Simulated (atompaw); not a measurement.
## Before and after: PAW (atompaw) potential for gadolinium

Gd (Z = 64), PAW, made with atompaw 4.2.0.5 (LDA (PW92), scalar-relativistic). Core [Kr] 4d10 4f7, reference 5s2 5p6 5d1 6s2 6p0. Waves: 5s (bound): rc 2.25 bohr; 6s (bound): rc 2.75 bohr; 5p (bound): rc 2.05 bohr; 6p (bound, empty): rc 2.75 bohr; 5d (bound): rc 2.75 bohr; 5d channel at 0.25 Ry: rc 2.75 bohr. Local part: bessel scheme, radius 2.40 bohr. Core correction: smooth core density matched at 2.20 bohr. Augmentation charge: sinc compensation charge, radius 2.35 bohr; PAW radius 2.75 bohr; waves and projectors: modrrkj vanderbiltortho.

All-electron outer shells of the reference configuration (LDA (PW92), scalar-relativistic, ld1.x):

```json
{"shell": "4d", "level (eV)": "-147.58", "outermost node (bohr)": "0.27", "outermost maximum (bohr)": "0.56"}
{"shell": "5s", "level (eV)": "-49.87", "outermost node (bohr)": "0.65", "outermost maximum (bohr)": "1.20"}
{"shell": "5p", "level (eV)": "-27.37", "outermost node (bohr)": "0.70", "outermost maximum (bohr)": "1.35"}
{"shell": "4f", "level (eV)": "-8.90", "outermost node (bohr)": "–", "outermost maximum (bohr)": "0.56"}
{"shell": "6s", "level (eV)": "-4.27", "outermost node (bohr)": "1.60", "outermost maximum (bohr)": "3.33"}
{"shell": "5d", "level (eV)": "-2.69", "outermost node (bohr)": "0.79", "outermost maximum (bohr)": "1.97"}
{"shell": "6p", "level (eV)": "-1.39", "outermost node (bohr)": "1.92", "outermost maximum (bohr)": "4.55"}
```

Change: wave 5s (bound): rc 2.25 bohr becomes 5s (bound): rc 1.92 bohr.

Cutoffs: the cutoffs (Ry, on a coarse ladder) from which the occupation-weighted sum of valence levels, in a spherical-Bessel basis at the reference potential, stays within 10 and 1 mRy of its value at 400 Ry; they do not see the model core or the augmentation charge, which bear on the density cutoff.

Problem. What does the change do?

Solution. The potential gets neither clearly harder nor softer (15 Ry and 30 Ry → 15 Ry and 30 Ry); the p channel sets the loose cutoff, while the largest relative change is in s, which becomes harder; neither file shows a bound ghost.

```tsv
quantity	base	changed
cutoff, loose	15 Ry	15 Ry
cutoff, tight	30 Ry	30 Ry
loose cutoff by channel (10 mRy a level)	s 8 Ry, p 15 Ry, d 8 Ry	s 10 Ry, p 15 Ry, d 8 Ry
bound ghosts	none	none
s: phases at 2.77 bohr within 0.05 rad from the reference energy up to (Ry; the scan ends near 5)	4.2	4.5
p: phases at 2.77 bohr within 0.05 rad from the reference energy up to (Ry; the scan ends near 5)	to the end of the scan	to the end of the scan
d: phases at 2.77 bohr within 0.05 rad from the reference energy up to (Ry; the scan ends near 5)	2.2	2.2
lowest overlap eigenvalue by channel	s 0.83, p 0.75, d 0.01	s 0.66, p 0.75, d 0.01
```

 The cutoffs see the waves, projectors and local potential, not the compensation charge or the core.
